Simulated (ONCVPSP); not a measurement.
# Plane-wave convergence, ONCV potential for Cl

chlorine (Cl), optimised norm-conserving Vanderbilt (ONCV), made with ONCVPSP 4.0.1 (PBE, fully relativistic). Core [Ne], reference 3s2 3p5. Waves: 3s: rc 1.40 bohr, ncon 3, nbas 6, qcut 5 1/bohr, 2 projectors, debl 3.5 Ha; 3p: rc 1.15 bohr, ncon 4, nbas 8, qcut 8 1/bohr, local. Local part: the p channel. Core correction: none.

Open shells are filled in proportion to 2j + 1.

Q: For each optimised wave give the share of its norm inside rc, the residual kinetic energy above qcut (Ha) and the cutoffs (Ha) for errors of 10, 1, 0.1 and 0.01 mHa per electron.

A:

```tsv
wave	norm inside rc	residual KE	10 mHa	1 mHa	0.1 mHa	0.01 mHa
3s	0.461	1.8e-03	9.4	15.0	46.3	96.2
s projector 2	0.084	4.9e-03	11.3	21.6	48.0	59.5
3p j=3/2	0.179	1.9e-04	5.2	7.9	73.2	153.3
3p j=1/2	0.182	1.8e-04	5.2	8.0	59.3	153.0
```

The occupied waves need 15 Ha and 73 Ha for 1 and 0.1 mHa.
